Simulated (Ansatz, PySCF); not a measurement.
Dimer: boric acid (SMILES OB(O)O) (first 7 atoms) with NH3 (SMILES N); geometry from B3LYP-D3(BJ)/def2-TZVP, rigid monomers moved along the line of their centres of mass till H7···N8 is 3.40 Å.
(charge 0, multiplicity 1):
| atom | x (Å) | y (Å) | z (Å) |
|---|---|---|---|
| O | -0.0024 | -0.5718 | -1.1977 |
| B | -0.1552 | -0.1962 | 0.1102 |
| O | -1.3611 | 0.3833 | 0.4784 |
| O | 0.8779 | -0.4118 | 0.9665 |
| H | -0.7868 | -0.3771 | -1.7183 |
| H | -1.3983 | 0.6214 | 1.4085 |
| H | 0.6982 | -0.1194 | 1.8813 |
| N | 0.6413 | 0.6965 | 5.1829 |
| H | 0.5420 | 1.6898 | 5.3625 |
| H | -0.0720 | 0.2135 | 5.7184 |
| H | 1.5403 | 0.4132 | 5.5593 |

Counterpoise-corrected where a basis set is named; no monomer relaxation. Rows marked so take none.

Rows in 6-311+G**, 6-31G* carry no dispersion term and start afresh at each structure (6-31G* with six Cartesian d functions).

The values were computed with Ansatz (a first-principles code) with Gaussian orbitals; PySCF for 6-311+G** rows, 6-31G* rows, the dispersion terms. Values without a source in brackets are computed.

### Question
What is the computed interaction energy (PBE0-D4/def2-TZVPPD)?

### Answer
-137 meV

### Question
Estimate the interaction energy that B3LYP/6-311+G** (no counterpoise) returns for this input.

### Answer
-143 meV

### Question
What is the computed interaction energy (B3LYP/6-31G* (no counterpoise))?

### Answer
-167 meV
